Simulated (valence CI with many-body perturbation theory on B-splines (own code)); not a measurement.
# Pm²⁺: fill in the table

Computed by relativistic CI+MBPT: five valence electrons over a frozen Dirac-Fock core [Xe], radial functions for each j: 7 s, 7 p, 7 d, 7 f, 4 g, 2 h, with the one-electron correlation potential Σ1 (screened to all orders), the two-electron term Σ2, the three-electron term Σ3, Breit, model QED; the open f shell's mean field enters the energy denominators; selected single and double excitations, second order for the rest, scaled by the run's own slope (own B-spline code, finite nucleus).

With an open or low-lying f shell, different configurations can be misplaced against each other by up to about 5,000 cm⁻¹. No measured spectrum was set against this ion. As an estimate, terms of the open shell hold to a few per cent of their energy, and close levels can change places; configurations with another count of f electrons can be misplaced by thousands of cm⁻¹. Not all symmetries were solved, so the list stops early. Among the levels kept, up to 2400 cm⁻¹ of a level comes from second order outside the variational space, and about a tenth of that is noise between levels of different J, which matters for small intervals.

| Level | E (eV) |
| --- | --- |
| 4f5 6H°_5/2 | 0.0000 |
| 4f5 6H°_7/2 | 0.1083 |
| 4f5 6H°_9/2 | 0.2340 |
| 4f5 6H°_11/2 | ? |
| 4f5 6H°_13/2 | 0.5185 |
| 4f5 6F°_1/2 | 0.6688 |
| 4f5 6H°_15/2 | ? |
| 4f5 6F°_3/2 | 0.6923 |
| 4f5 6F°_5/2 | 0.7443 |
| 4f5 6F°_7/2 | 0.8365 |
| 4f5 6F°_9/2 | 0.9603 |
| 4f5 6F°_11/2 | 1.105 |
| 4f5 4G°_5/2 | ? |
| 4f5 4F°_3/2 | ? |
| 4f5 4G°_7/2 | 2.079 |
| 4f5 4I°_9/2 | 2.127 |
| 4f5 4M°_15/2 | ? |
| 4f5 4I°_11/2 | ? |
| 4f4.5d 6L_11/2 | 2.233 |
| 4f5 4I°_13/2 | 2.242 |

Names give the largest LS component (configuration and term), which can be under half, so a name can repeat, a term be missing and a line seem to break the LS rules; names also repeat where a configuration has a term twice.

Task: The levels stand in rising order. What does the calculation give for the missing energies?

Result: 4f5 6H°_11/2 0.3711; 4f5 6H°_15/2 0.6711; 4f5 4G°_5/2 1.856; 4f5 4F°_3/2 1.960; 4f5 4M°_15/2 2.166; 4f5 4I°_11/2 2.183.
